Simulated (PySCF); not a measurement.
C₂H₅ClOSi, SMILES C=C[Si@H](O)Cl.

Geometry: PBE-D3(BJ)/def2-SVP. The structure was generated by enumeration; whether it is a known compound was not checked. One conformer was computed; it need not be the lowest.

The numbers are results of HF/def2-TZVP run with PySCF, not measurements.

Isolated molecule, no solvent.

Task: Estimate the frontier levels, gap, dipole moment and polarisability. (Estimate from the structure and the level; the computed values follow.)

Result: 
```yaml
highest_occupied_level: -10.73 eV
lowest_empty_level: 2.73 eV
orbital_gap: 13.46 eV
dipole_moment: 2.40 D
quadrupole, principal values (traceless, Buckingham form, about the centre of nuclear charge): -7.14, 1.29, 5.85 D·Å
mean_static_polarisability: 60.2 bohr³ (8.92 Å³)
polarisability_principal_values: 49.2, 53.2, 78.1 bohr³
```
